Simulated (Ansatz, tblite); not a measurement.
Cost and result up the ladder for SiHMe3 (C3H10Si) (14 atoms). Total charge 0; singlet. Geometry: PBE-D4/def2-SVP.

| atom | x (Å) | y (Å) | z (Å) |
| --- | --- | --- | --- |
| Si1 | 0.205 | 0.429 | 0.141 |
| H2 | 0.828 | 1.738 | 0.570 |
| C3 | 1.343 | -0.399 | -1.126 |
| H4 | 1.492 | 0.247 | -2.016 |
| H5 | 0.912 | -1.361 | -1.473 |
| H6 | 2.341 | -0.612 | -0.691 |
| C7 | -1.487 | 0.788 | -0.634 |
| H8 | -2.163 | 1.286 | 0.091 |
| H9 | -1.976 | -0.153 | -0.963 |
| H10 | -1.391 | 1.449 | -1.519 |
| C11 | 0.006 | -0.677 | 1.665 |
| H12 | -0.652 | -0.204 | 2.423 |
| H13 | 0.985 | -0.879 | 2.145 |
| H14 | -0.444 | -1.653 | 1.387 |

Ansatz on 4 threads of Arm Neoverse V2 on a shared host; xTB runs through tblite on one thread. Times are rough, summed over both states, and most runs start from the orbitals of an earlier one. PBE0-D4/def2-TZVP serves as the yardstick here, not as an exact answer. The other state is a triplet.

The xTB rows come from tblite. HOMO above LUMO, or a gap near zero within one spin, warns that the state may not be the lowest or that an electron is smeared out.

xTB has no spin-polarisation term.

```
                          level  functions  vertical triplet (eV)  difference from PBE0-D4/def2-TZVP (eV)                                  remarks
                       GFN2-xTB         31                   7.00                                   -1.10                                        –
            r2SCAN-D4/def2-TZVP        190                   7.95                                   -0.14                                        –
               PBE-D4/def2-TZVP        190                   7.62                                   -0.47  gap within one spin near zero (triplet)
                       GFN1-xTB         41                   7.49                                   -0.60                                        –
PBE0-D4/def2-TZVP (with forces)        190                   8.10                                    0.00                                        –
```

Problem. Estimate how long each takes.

Solution. GFN1-xTB 0.011 s; GFN2-xTB 0.054 s; PBE-D4/def2-TZVP 9.4 s; PBE0-D4/def2-TZVP (with forces) 13 s; r2SCAN-D4/def2-TZVP 16 s. On shared hardware such times vary by a factor of up to 3.
